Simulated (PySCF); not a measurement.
C7H11P.
Atom-mapped SMILES: `[CH3:1][C:2]1=[C:3]([CH3:4])[P:5]1[CH:6]1[CH2:7][CH2:8]1`

Structure used (GFN2-xTB), in Å, numbered top down from 1:
```
atom  x, y, z in Å
C1     2.0734    1.7869    0.0927
C2     1.3671    0.5171    0.3202
C3     1.3181   -0.7730    0.0912
C4     1.9355   -1.9347   -0.5666
P5    -0.0650   -0.2491    1.1901
C6    -1.4121    0.0261   -0.0622
C7    -2.7552   -0.6027    0.1801
C8    -2.5918    0.8727    0.3273
H9     2.3821    2.2191    1.0441
H10    2.9533    1.6272   -0.5304
H11    1.4109    2.4993   -0.3989
H12    1.2592   -2.3429   -1.3179
H13    2.1341   -2.7184    0.1637
H14    2.8697   -1.6460   -1.0482
H15   -1.0670    0.0919   -1.0903
H16   -3.3036   -0.9827   -0.6694
H17   -2.8825   -1.1876    1.0797
H18   -3.0266    1.5199   -0.4204
H19   -2.6095    1.2861    1.3256
```

NICS is the negative of the GIAO shielding at a point without a nucleus: at the ring centre (0) and 1 Å above and below it (1); zz is the component along the ring normal. Level: GIAO PBE0/pcSseg-1 (PySCF, non-relativistic, gas phase) on the GFN2-xTB geometry, one conformer.

Ring bond lengths (Å), with Mayer bond orders in brackets: C2–C3 1.311 (1.67), C3–P5 1.843 (0.89), P5–C2 1.843 (0.88); C6–C7 1.503 (0.94), C7–C8 1.492 (0.98), C8–C6 1.503 (0.94).

**Question.** What do the NICS probes read (ppm)?

**Answer.** 
| ring | type | NICS(0) | NICS(1), two faces | NICS(1)zz, two faces | rms pucker (Å) | centre to ring atoms, mean (Å) |
| --- | --- | --- | --- | --- | --- | --- |
| C2–C3–P5 | 3-membered ring with P; formal bonds 1 double, 2 single | -26.6 | -10.4 / -6.0 | -20.7 / -12.5 | 0.00 | 0.96 |
| C6–C7–C8 | 3-membered carbocycle; formal bonds all single | -45.4 | -9.8 / -9.3 | -22.4 / -24.9 | 0.00 | 0.87 |

**Question.** What do they say, and how far can they be read as aromaticity?

**Answer.** 
- C2–C3–P5: mean NICS(1)zz -16.6 ppm, shielded. A hydrogen on C6, outside the ring, lies 1.60 Å from a NICS(1) probe. The two faces differ by 8.2 ppm, so no symmetry operation interchanges them. NICS(0) lies 18 ppm below the mean NICS(1).
- C6–C7–C8: mean NICS(1)zz -23.6 ppm, shielded. C6, C7, C8 have four or more neighbours, and the NICS criterion for π rings isn't applied. NICS(0) lies 36 ppm below the mean NICS(1).

**Question.** What does the geometric index give? HOMA = 1 − mean of α(R − Ropt)² over the ring bonds, with Krygowski's 1993 parameters (CC: Ropt 1.388 Å, α 257.7 Å⁻²; CP: Ropt 1.698 Å, α 118.91 Å⁻²).

**Answer.** 
- C2–C3–P5: HOMA -1.16; the largest term is that of C3–P5, α(R − Ropt)² = 2.49.

**Question.** At the first NICS(1) probe listed for ring C6–C7–C8, 1 Å off the ring, how large is the induced field along the normal in 1 T applied along it?

**Answer.** NICSzz × B0 = -22.4 ppm × 1 T = -22 μT, against the applied field.
